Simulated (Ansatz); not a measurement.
`c1ccc(-c2ccc(-c3ccc(-c4ccc(-c5ccccc5)cc4)cc3)cc2)cc1`, relaxed as a singlet with RKS r2SCAN-D4/def2-SVP in Ansatz, starting from the GFN2-xTB geometry. Force threshold 0.03 eV/Å.

Single mean-field runs in def2-SVP are fitted with def2-universal-jkfit.

Start:

```xyz
52

C    -3.378   -9.235    1.423
C    -3.358   -8.332    2.473
C    -2.895   -7.045    2.274
C    -2.431   -6.645    1.023
C    -1.932   -5.277    0.813
C    -0.718   -5.055    0.167
C    -0.242   -3.773   -0.018
C    -0.979   -2.672    0.412
C    -0.479   -1.306    0.203
C    -1.323   -0.303   -0.267
C    -0.852    0.978   -0.471
C     0.476    1.304   -0.202
C     0.975    2.669   -0.412
C     2.262    2.893   -0.897
C     2.733    4.175   -1.089
C     1.931    5.280   -0.814
C     2.431    6.645   -1.024
C     3.732    6.989   -0.663
C     4.201    8.275   -0.858
C     3.381    9.238   -1.421
C     2.087    8.906   -1.788
C     1.614    7.623   -1.589
C     0.642    5.058   -0.333
C     0.174    3.776   -0.132
C     1.319    0.299    0.270
C     0.851   -0.985    0.464
C    -2.199   -2.893    1.047
C    -2.662   -4.177    1.256
C    -2.446   -7.563   -0.023
C    -2.923   -8.846    0.175
H    -3.747  -10.238    1.579
H    -3.704   -8.633    3.452
H    -2.871   -6.344    3.097
H    -0.136   -5.900   -0.173
H     0.701   -3.617   -0.521
H    -2.352   -0.540   -0.497
H    -1.517    1.733   -0.866
H     2.892    2.051   -1.146
H     3.729    4.325   -1.481
H     4.371    6.247   -0.208
H     5.211    8.527   -0.567
H     3.748   10.242   -1.575
H     1.444    9.653   -2.233
H     0.610    7.367   -1.895
H     0.014    5.903   -0.090
H    -0.819    3.629    0.267
H     2.345    0.533    0.512
H     1.516   -1.746    0.846
H    -2.777   -2.049    1.395
H    -3.610   -4.334    1.751
H    -2.101   -7.260   -1.001
H    -2.941   -9.545   -0.649
```

**Question.** Estimate the energy that the relaxation releases and the steps that it takes.

**Answer.** 26.7 kJ/mol, in 10 steps; 48 s on 2 threads of AMD EPYC 7R13 on a shared host and a share (18 GiB) of an NVIDIA H100 80GB HBM3. The force fell under the threshold at step 3, but the optimiser went on and released 0.019 eV more. No frequencies were taken in this run, so the end may be a saddle point.

**Question.** Does the start keep its bonding and symmetry?

**Answer.** By distances, no bond broke or formed. The bond that changes most is C4–C29, from 1.39 to 1.41 Å (atoms count from 1). Point group C2 at the start, C2 at the end, both within 0.05 Å.

**Question.** Predict the relaxed structure.

**Answer.** 
Cartesian coordinates in Å:
```
C -3.4212 -9.3516 1.4415
C -3.7229 -8.3407 2.3598
C -3.2485 -7.0434 2.1600
C -2.4605 -6.7257 1.0364
C -1.9575 -5.3507 0.8243
C -0.6946 -5.1162 0.2475
C -0.2201 -3.8221 0.0498
C -0.9874 -2.6991 0.4155
C -0.4851 -1.3260 0.2039
C -1.3589 -0.2703 -0.1208
C -0.8853 1.0236 -0.3210
C 0.4853 1.3264 -0.2047
C 0.9876 2.6995 -0.4162
C 2.2594 2.9342 -0.9744
C 2.7332 4.2284 -1.1731
C 1.9576 5.3508 -0.8245
C 2.4605 6.7256 -1.0362
C 3.8250 7.0314 -0.8660
C 4.2993 8.3287 -1.0659
C 3.4208 9.3508 -1.4402
C 2.0631 9.0626 -1.6130
C 1.5882 7.7654 -1.4135
C 0.6858 5.1170 -0.2670
C 0.2126 3.8227 -0.0670
C 1.3588 0.2707 0.1209
C 0.8856 -1.0235 0.3194
C -2.2515 -2.9339 0.9905
C -2.7240 -4.2282 1.1919
C -2.1652 -7.7544 0.1205
C -2.6399 -9.0515 0.3209
H -3.7931 -10.3682 1.5983
H -4.3237 -8.5664 3.2461
H -3.4668 -6.2677 2.8999
H -0.0652 -5.9656 -0.0340
H 0.7590 -3.6768 -0.4161
H -2.4242 -0.4765 -0.2579
H -1.5869 1.8107 -0.6115
H 2.8715 2.0857 -1.2940
H 3.7098 4.3752 -1.6438
H 4.5155 6.2452 -0.5459
H 5.3616 8.5455 -0.9169
H 3.7927 10.3675 -1.5967
H 1.3689 9.8522 -1.9169
H 0.5293 7.5444 -1.5785
H 0.0735 5.9663 0.0503
H -0.7632 3.6771 0.4056
H 2.4240 0.4774 0.2583
H 1.5876 -1.8106 0.6095
H -2.8670 -2.0852 1.3031
H -3.7172 -4.3734 1.6268
H -1.5792 -7.5250 -0.7745
H -2.4071 -9.8316 -0.4102
```
Bond lengths: 34 × C–C 1.39 to 1.48 Å; 22 × C–H 1.09 Å.
